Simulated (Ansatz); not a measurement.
C4H8Ge, SMILES `[CH3][GeH2][C]1=CC1` at its PBE0-D4/def2-TZVP geometry, where that method's forces vanish. Total charge 0; spin multiplicity 1.

```xyz
13

C    -0.2280   -0.9512    2.0166
Ge    0.7640    0.3229    0.9206
C     0.1178    0.2552   -0.8889
C    -0.1071   -0.4124   -1.9761
C    -0.5398    1.0054   -2.0332
H     0.1377   -0.9340    3.0441
H    -0.1069   -1.9583    1.6163
H    -1.2889   -0.6992    2.0155
H     2.2650   -0.0243    0.9220
H     0.5815    1.7571    1.4460
H    -0.0414   -1.3442   -2.5130
H     0.0455    1.7294   -2.6006
H    -1.5996    1.2535   -1.9693
```

**Question.** What forces (eV/Å) does ωB97M-V/def2-TZVPP give on these atoms in the Gaussian-basis code of Ansatz? (Estimate.)

**Answer.** Computed: 
```
C1  -0.012 -0.012  0.011
Ge2  0.109  0.054  0.107
C3   0.017 -0.152 -0.052
C4   0.080 -0.172  0.076
C5  -0.153  0.327 -0.157
H6  -0.035 -0.008 -0.078
H7  -0.014  0.072  0.035
H8   0.076 -0.026  0.005
H9  -0.117  0.027 -0.005
H10  0.009 -0.105 -0.043
H11 -0.004  0.089  0.058
H12 -0.053 -0.068  0.052
H13  0.097 -0.025 -0.007
```
